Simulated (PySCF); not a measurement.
**Ag+: ionisation energy**

Ag+ [Kr] 4d10 (1S) → Ag(2+) [Kr] 4d9 (2D), as a difference of total energies. Calculation: PySCF 2.14, in aug-cc-pwCVDZ-PP with ECP28MDF; a scalar-relativistic core potential. Correlated levels: valence: 4s2 4p6 frozen; valence and next inner shell: nothing frozen outside the core potential. The calculations carry no spin-orbit coupling.

```csv
method,ionisation energy (eV),difference from reference (eV)
UHF,19.709,-1.775
LDA,22.193,+0.709
PBE,21.754,+0.270
PBE0,21.533,+0.049
r2SCAN,21.530,+0.046
MN15,21.842,+0.358
r2SCAN0,21.406,-0.078
HSE06,21.539,+0.055
B2PLYP,21.573,+0.089
MP2 (valence),21.738,+0.254
SCS-MP2 (valence),21.525,+0.041
MP2 (valence and next inner shell),21.665,+0.181
SCS-MP2 (valence and next inner shell),21.404,-0.080
```

Reference: 21.484 eV (measured; NIST Atomic Spectra Database, ionization energies).

The reference lies between the lowest fine-structure levels, while these numbers refer to the centres of the terms.

Errors of the correlated levels include the incompleteness of this basis and the frozen core.
